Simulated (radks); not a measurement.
Values are calculated unless marked as measured or tabulated.
Problem. The mean radii <r> (bohr) of the occupied orbitals of an atom or ion are listed with their occupations. Code: a radial shooting solver on a logarithmic mesh with Libxc functionals. Model: scalar-relativistic Kohn-Sham, BLYP, spin-polarised, spherical densities, finite nucleus; Fermi nuclear charge, rms radius of each element as measured or else 0.836 A^(1/3) + 0.57 fm.

orbital  occ.      <r>
1s up       1  0.03040
1s down     1  0.03040
2s up       1   0.1317
2s down     1   0.1317
2p up       3   0.1148
2p down     3   0.1148
3s up       1   0.3584
3s down     1   0.3584
3p up       3   0.3572
3p down     3   0.3572
3d up       5   0.3348
3d down     5   0.3348
4s up       1   0.8789
4s down     1   0.8786
4p up       3   0.9603
4p down     3   0.9593
4d up       5    1.280
4d down     5    1.270
5s up       1    2.638

Name the element and its charge. Open shells, if any, are filled with parallel spins first.

Solution. Z = 48, cadmium, charge +1: Cd+ in [Kr] 4d10 5s1. The 1s radius gives Z: for a bare nucleus <r> = (2 gamma + 1)/(2Z) with gamma = sqrt(1 - (Z/c)^2), 0.02993 bohr for Z = 48, and screening makes it slightly larger (0.03040 here). The occupations add up to 47, and the charge is Z minus that.
